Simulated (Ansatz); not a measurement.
Reaction (ligand exchange at the Si–C bond): `NC([SiH3])[SiH2]Cl` + `N[SiH2][SeH]` → `[SiH3]N[SiH2][SeH]` + `NC[SiH2]Cl`

Calculated with Ansatz (gas phase, PBE0-D4/def2-TZVP geometries, no zero-point term in ΔE). CCSD(T)/CBS adds triple-zeta CCSD(T) − MP2 to the extrapolated MP2 energy (def2 sets, frozen cores). DFT in def2-TZVPP. B3LYP here is the variant with VWN-RPA as its local correlation; programs differ in this. For Se outer-core shells are correlated without core-valence functions, which leaves a few kJ/mol of doubt a bond. Scalar relativity is left out up to krypton. One conformer a species, not always the lowest.

```json
{"level": "PBE-D4", "ΔE (kcal/mol)": "-11.8", "difference from CCSD(T)/CBS": "3.0"}
{"level": "r2SCAN-D4", "ΔE (kcal/mol)": "-13.7", "difference from CCSD(T)/CBS": "1.1"}
{"level": "PBE0-D4", "ΔE (kcal/mol)": "-13.2", "difference from CCSD(T)/CBS": "1.6"}
{"level": "B3LYP-D4", "ΔE (kcal/mol)": "-14.6", "difference from CCSD(T)/CBS": "0.2"}
{"level": "ωB97X-V", "ΔE (kcal/mol)": "-14.6", "difference from CCSD(T)/CBS": "0.2"}
{"level": "ωB97M-V", "ΔE (kcal/mol)": "-14.3", "difference from CCSD(T)/CBS": "0.5"}
{"level": "B2PLYP", "ΔE (kcal/mol)": "-15.3", "difference from CCSD(T)/CBS": "-0.5"}
{"level": "PBE", "ΔE (kcal/mol)": "-12.2", "difference from CCSD(T)/CBS": "2.6"}
{"level": "r2SCAN", "ΔE (kcal/mol)": "-13.8", "difference from CCSD(T)/CBS": "1.0"}
{"level": "PBE0", "ΔE (kcal/mol)": "-13.6", "difference from CCSD(T)/CBS": "1.2"}
{"level": "B3LYP", "ΔE (kcal/mol)": "-15.2", "difference from CCSD(T)/CBS": "-0.4"}
{"level": "HF/def2-TZVPP", "ΔE (kcal/mol)": "-19.1", "difference from CCSD(T)/CBS": "-4.3"}
{"level": "MP2/def2-TZVPP", "ΔE (kcal/mol)": "-15.0", "difference from CCSD(T)/CBS": "-0.2"}
{"level": "SCS-MP2/def2-TZVPP", "ΔE (kcal/mol)": "-15.9", "difference from CCSD(T)/CBS": "-1.1"}
{"level": "CCSD/def2-TZVPP", "ΔE (kcal/mol)": "-15.5", "difference from CCSD(T)/CBS": "-0.7"}
{"level": "CCSD(T)/def2-TZVPP", "ΔE (kcal/mol)": "-14.8", "difference from CCSD(T)/CBS": "0.0"}
{"level": "HF/def2-QZVPP", "ΔE (kcal/mol)": "-19.4", "difference from CCSD(T)/CBS": "-4.6"}
{"level": "MP2/def2-QZVPP", "ΔE (kcal/mol)": "-15.1", "difference from CCSD(T)/CBS": "-0.3"}
{"level": "SCS-MP2/def2-QZVPP", "ΔE (kcal/mol)": "-16.0", "difference from CCSD(T)/CBS": "-1.2"}
{"level": "HF/CBS(def2)", "ΔE (kcal/mol)": "-19.4", "difference from CCSD(T)/CBS": "-4.6"}
{"level": "MP2/CBS(def2)", "ΔE (kcal/mol)": "-15.1", "difference from CCSD(T)/CBS": "-0.3"}
{"level": "CCSD/CBS(def2)", "ΔE (kcal/mol)": "-15.6", "difference from CCSD(T)/CBS": "-0.8"}
{"level": "CCSD(T)/CBS", "ΔE (kcal/mol)": "-14.8", "difference from CCSD(T)/CBS": "0"}
```

Largest T1 diagnostic among the species: 0.011.

From PBE to PBE0 (25 % exact exchange), in def2-TZVPP and without D4, ΔE moves by −1.4 kcal/mol. In def2-TZVPP, CCSD(T) changes the Hartree–Fock value by +4.3 kcal/mol (the triples alone add +0.8 kcal/mol) and MP2 by +4.1 kcal/mol.
